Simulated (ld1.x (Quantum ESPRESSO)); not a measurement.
## An all-electron radial function and its pseudo partner (dysprosium)

Columns: radius, all-electron u(r) and pseudo u(r) of the 6p shell (level -10.14 eV) of dysprosium in the configuration [Kr] 4d10 4f10 5s2 5p6 5d0 6s0 6p0; PBE, scalar-relativistic, PAW scheme, ld1.x (Quantum ESPRESSO) 7.5.

```
r (bohr)  all-electron   pseudo
   0.148       -0.1034  -0.0292
   0.295        0.0476  -0.1094
   0.443        0.1659  -0.2230
   0.590        0.0741  -0.3431
   0.738       -0.0811  -0.4450
   0.885       -0.2051  -0.5067
   1.033       -0.2733  -0.5179
   1.180       -0.2877  -0.4788
   1.328       -0.2607  -0.3987
   1.475       -0.2052  -0.2941
   1.623       -0.1317  -0.1799
   1.770       -0.0495  -0.0700
   1.918        0.0361   0.0304
   2.065        0.1196   0.1190
   2.213        0.1992   0.1992
   2.360        0.2719   0.2719
   2.508        0.3374   0.3374
   2.655        0.3945   0.3945
   2.802        0.4432   0.4432
   2.950        0.4839   0.4839
   3.098        0.5165   0.5165
   3.245        0.5411   0.5411
   3.393        0.5586   0.5586
   3.540        0.5693   0.5693
   3.688        0.5741   0.5741
   3.835        0.5736   0.5736
```

(1) How many radial nodes do the two functions have?

(2) At about which radius was the pseudo-wave matched?

(3) Is the pseudo-wave norm-conserving?

Answers

(1) The all-electron 6p function has n − l − 1 = 4 (the table is too coarse to show those close to the nucleus); the pseudo-wave has 1, since 1 lower shell of the same l stays in the valence.

(2) 2.30 bohr, where the columns begin to agree (steps of 0.15 bohr).

(3) No, it belongs to a PAW set: the norm inside the radius is not constrained, and the difference is carried by the augmentation charge.
